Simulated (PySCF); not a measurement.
H4SSeSi, SMILES [SiH3][Se]S (CAM-B3LYP/def2-SVP optimised geometry):

```
7

Se    -1.297    -0.396     0.000
S     -1.518     1.828     0.000
H     -1.548     1.990    -1.341
Si     0.997    -0.396     0.000
H      1.518     0.313     1.196
H      1.514     0.253    -1.233
H      1.402    -1.828     0.031
```

Computed with CAM-B3LYP/def2-TZVP (PySCF 2.14.0).

Question: What are the frontier orbital energies and the dipole moment?

Answer: HOMO-2 -10.67 eV, HOMO-1 -8.58 eV, HOMO -8.44 eV, LUMO -0.58 eV, LUMO+1 0.72 eV; dipole moment 1.24 D.

Meta-Löwdin charges at CAM-B3LYP/def2-TZVP: Se1 -0.10, S2 -0.16, H3 0.10, Si4 0.43, H5 -0.09, H6 -0.09, H7 -0.09.
